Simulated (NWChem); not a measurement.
# C$_{2}$H$_{4}$BNO$_{2}$; SMILES OB1C=NCO1

```xyz
10

O      0.1645    -2.1298     0.0000
B      0.0797    -0.7759     0.0000
C      1.2236     0.3021     0.0000
N      0.6991     1.4802     0.0000
C     -0.7423     1.3280     0.0000
O     -1.0950    -0.0625     0.0000
H     -0.7117    -2.5452     0.0000
H      2.3097     0.2117     0.0000
H     -1.1665     1.8052    -0.8912
H     -1.1665     1.8052     0.8912
```
Atoms are numbered in this order, from 1.

Program: NWChem. Medium grid unless said otherwise, to which SCAN and Minnesota functionals are sensitive. Coordinates come from a B3LYP/6-31G* (spherical d) optimisation. Total energies of different functionals are on different scales.

```csv
level,energy (Ha),highest occupied level (eV),orbital gap (eV),dipole (D)
PBE/def2-TZVP,-308.5190,-6.30,4.06,1.57
B3LYP/def2-TZVP,-308.8841,-7.63,6.15,1.49
"LDA (Slater exchange, VWN5)/def2-TZVP",-306.3920,-6.42,3.95,1.62
r2SCAN/def2-TZVP,-308.7137,-6.63,4.55,1.55
PW6B95/def2-TZVP,-309.2501,[?],[?],1.48
BLYP/def2-TZVP,-308.7996,-6.21,4.09,1.54
```

### Question
What belongs in the gaps?

### Answer

- PW6B95/def2-TZVP, highest occupied level (eV): -8.00
- PW6B95/def2-TZVP, orbital gap (eV): 6.84
